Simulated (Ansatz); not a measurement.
Abridged output of a molecular run in Ansatz:

```
Functional definition: HF
1409 factors; integrals over basis functions are off by at most 1.3e-3 eV
mean field evaluation 1: about -11205.9628 eV, gradient 6.0e1 eV
mean field evaluation 2: about -11206.1371 eV, gradient 6.0e1 eV
mean field evaluation 4: about -11213.3403 eV, gradient 4.3e0 eV
mean field evaluation 8: about -11213.4283 eV, gradient 6.7e-1 eV
mean field -11213.42942032 eV, -412.0859304612 hartree, gradient 2.1e-6 eV, S^2 0.000000; 0 other end points of the search recorded, 0 dependent functions left out
6 core orbitals not correlated: weight in the atoms' cores, before any rotation towards them, 1.000 or more for the frozen orbitals, at most 0.000 for the correlated occupied ones
reference -11213.42942032 eV, -412.0859304612 hartree; 24, 24 occupied and 110, 110 virtual orbitals, 1409 factors
second order -32.54162048 eV of doubles, -0.00000000 eV of singles
cycle   1  -32.11106467 eV  change    4.3e-1 eV  update   1.8e-1
cycle   2  -33.02544240 eV  change   -9.1e-1 eV  update   6.8e-2
cycle   3  -33.31469098 eV  change   -2.9e-1 eV  update   3.4e-2
cycle   4  -33.32447790 eV  change   -9.8e-3 eV  update   9.5e-3
cycle   5  -33.31693940 eV  change    7.5e-3 eV  update   3.5e-3
cycle   6  -33.31838064 eV  change   -1.4e-3 eV  update   1.2e-3
cycle   7  -33.31880278 eV  change   -4.2e-4 eV  update   4.4e-4
cycle   8  -33.31865380 eV  change    1.5e-4 eV  update   1.4e-4
cycle   9  -33.31869113 eV  change   -3.7e-5 eV  update   5.0e-5
perturbative correction -1.09953665 eV, -0.0404072267 hartree
Total energy: -11247.84764810 eV, -413.3507770027 hartree
```

Its atoms:

```xyz
12

C     3.301   -0.071    0.648
C     2.136   -0.398    0.533
Zr    0.025   -1.015    0.364
O    -0.132   -2.267   -1.072
F    -0.565   -1.807    2.003
O    -0.977    0.560    0.033
C    -1.776    1.655   -0.284
H     4.324    0.215    0.750
H    -0.361   -2.737   -1.868
H    -2.198    1.544   -1.287
H    -2.596    1.748    0.434
H    -1.181    2.572   -0.255
```

Problem. Which basis set was used?
A. def2-SVPD
B. def2-TZVPP
C. cc-pV(T+d)Z
D. def2-SVP

Solution. D. It gives 140 functions.

Problem. Write the keys of the input that set method, charge and spin (a neutral closed shell needs none for the last two).

Solution. 
```yaml
correlation: {method: ccsd_t}
```
